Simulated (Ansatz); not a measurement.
This geometry of C₃H₁₀OSi (15 atoms, charge 0, multiplicity 1) is a first-order saddle point.

Computed with Ansatz 0.2.0, RKS B3LYP/def2-SVP.

```xyz
15
Properties=species:S:1:pos:R:3
O -2.101 -0.889 0.078
C -1.282 -0.327 -0.934
C 0.158 -0.827 -0.818
C 0.832 -0.510 0.527
Si 1.154 1.316 0.928
H -2.450 -0.179 0.627
H -1.305 0.779 -0.897
H -1.684 -0.614 -1.924
H 0.741 -0.407 -1.658
H 0.147 -1.921 -0.966
H 0.216 -0.932 1.340
H 1.807 -1.024 0.588
H -0.118 2.076 1.135
H 1.957 1.424 2.182
H 1.907 1.983 -0.179
```

(1) Which two structures does it join? (They come from a converged band through this point; their orientation in space is the band's.)

(2) How far does it lie above each of them?

## Answers

(1) No bond is made or broken. The dihedral H6–O1–C2–H7 goes from 53 to -48°.

First end point:

```xyz
15
Properties=species:S:1:pos:R:3
O -2.035 -0.883 0.234
C -1.317 -0.284 -0.828
C 0.118 -0.794 -0.791
C 0.865 -0.494 0.521
Si 1.281 1.319 0.891
H -2.917 -0.494 0.270
H -1.329 0.823 -0.746
H -1.764 -0.536 -1.811
H 0.659 -0.368 -1.655
H 0.090 -1.886 -0.949
H 0.278 -0.889 1.367
H 1.825 -1.040 0.532
H 0.060 2.156 1.099
H 2.109 1.399 2.131
H 2.057 1.921 -0.237
```

Last end point:

```xyz
15
Properties=species:S:1:pos:R:3
O -2.184 -0.704 -0.011
C -1.270 -0.275 -1.001
C 0.138 -0.851 -0.820
C 0.798 -0.529 0.533
Si 1.085 1.300 0.955
H -2.015 -0.205 0.798
H -1.227 0.833 -1.052
H -1.676 -0.614 -1.968
H 0.770 -0.481 -1.648
H 0.078 -1.947 -0.937
H 0.202 -0.975 1.350
H 1.782 -1.026 0.590
H -0.207 2.017 1.190
H 1.899 1.406 2.202
H 1.805 2.000 -0.151
```

(2) 0.037 eV above the first and 0.019 eV above the second. This is the barrier of this one path; another mechanism may lie lower.

Run time: 3.1 min on 2 threads of Intel(R) Xeon(R) Platinum 8259CL CPU @ 2.50GHz (Skylake/Cascade Lake), on a shared host, peak memory 0.33 GiB.
